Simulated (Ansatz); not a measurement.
# Worked example: C2H4FI + CI4 → C2H3FI2 + CHI3

Species: C2H4FI (1-fluoro-2-iodoethane) `FCCI`, singlet; CI4 (tetraiodomethane) `IC(I)(I)I`, singlet; C2H3FI2 `FC(I)CI`, singlet; CHI3 (iodoform) `IC(I)I`, singlet. The partners trade H for I; both sit on C, so the bond types are kept.

Shapes, held fixed at every level: PBE0-D4/def2-TZVP. Flexible molecules stand in one conformer, not always the lowest. Programs: Ansatz 0.2.0. The zero-point and thermal change to 298 K, harmonic and unscaled (PBE0-D4/def2-TZVP), is -0.2 kJ/mol.

At CCSD(T)/def2-TZVPP; 1 Eh = 2625.50 kJ/mol:

| species | energy (Eh) |
| --- | --- |
| C2H4FI | -475.349973 |
| CI4 | -1226.563335 |
| C2H3FI2 | -771.888717 |
| CHI3 | -930.038845 |

**Question.** Work out ΔH(298 K) of the reaction at this level.

**Answer.** 
1. Products less reactants: (-771.888717) + (-930.038845) − [(-475.349973) + (-1226.563335)] = -0.014254 Eh = -37.4 kJ/mol.
2. With the thermal change: -37.4 + (-0.2) = -37.6 kJ/mol.

Other levels give -49.4 (r2SCAN-D4/def2-TZVPP) to -22.0 kJ/mol (MP2/def2-TZVPP). No measured value is set beside it here. For atoms past krypton def2 sets carry core potentials with scalar relativity. Correlated rows may include outer-core shells of I, which these sets cover unevenly.
